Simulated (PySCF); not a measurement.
A run for PySCF: D3(BJ) and D4 dispersion corrections on stibine (SMILES [SbH3]).

```python
from pyscf import gto
from pyscf.dispersion import dftd3, dftd4

mol = gto.M(
    atom='''
    Sb    0.34508430   -0.32204885   -0.42015014
    H     1.60686462   -0.27148723    0.73822168
    H    -0.44804208   -1.56964885    0.44635451
    H    -0.53277616    0.87792945    0.43116920
    ''',
    basis='def2-svp',
    charge=0, spin=0, verbose=0, max_memory=1800)
d3, d4 = {}, {}
for xc in ['hf', 'pbe', 'blyp', 'revpbe', 'tpss', 'r2scan', 'b3lyp', 'pbe0', 'bhlyp', 'camb3lyp', 'b2plyp']:
    d3[xc] = float(dftd3.DFTD3Dispersion(mol, xc=xc, version='d3bj', atm=False).get_dispersion()['energy'])
    print(f'D3(BJ) {xc:10s} {d3[xc]:14.8f} Eh')
for xc in ['hf', 'pbe', 'blyp', 'revpbe', 'tpss', 'r2scan', 'b3lyp', 'pbe0', 'bhlyp', 'camb3lyp', 'b2plyp']:
    d4[xc] = float(dftd4.DFTD4Dispersion(mol, xc={'camb3lyp': 'cam-b3lyp'}.get(xc, xc), atm=True).get_dispersion()['energy'])
    print(f'D4     {xc:10s} {d4[xc]:14.8f} Eh')
```

Output:

```
D3(BJ) hf            -0.01802774 Eh
D3(BJ) pbe           -0.00162818 Eh
D3(BJ) blyp          -0.00370479 Eh
D3(BJ) revpbe        -0.00419369 Eh
D3(BJ) tpss          -0.00206542 Eh
D3(BJ) r2scan        -0.00039849 Eh
D3(BJ) b3lyp         -0.00304914 Eh
D3(BJ) pbe0          -0.00140427 Eh
D3(BJ) bhlyp         -0.00252589 Eh
D3(BJ) camb3lyp      -0.00129137 Eh
D3(BJ) b2plyp        -0.00145657 Eh
D4     hf            -0.00615368 Eh
D4     pbe           -0.00153769 Eh
D4     blyp          -0.00353386 Eh
D4     revpbe        -0.00506500 Eh
D4     tpss          -0.00208245 Eh
D4     r2scan        -0.00032763 Eh
D4     b3lyp         -0.00253004 Eh
D4     pbe0          -0.00126203 Eh
D4     bhlyp         -0.00191485 Eh
D4     camb3lyp      -0.00126725 Eh
D4     b2plyp        -0.00104849 Eh
```

The run finished.

Cost: roughly 0.04 core-seconds.
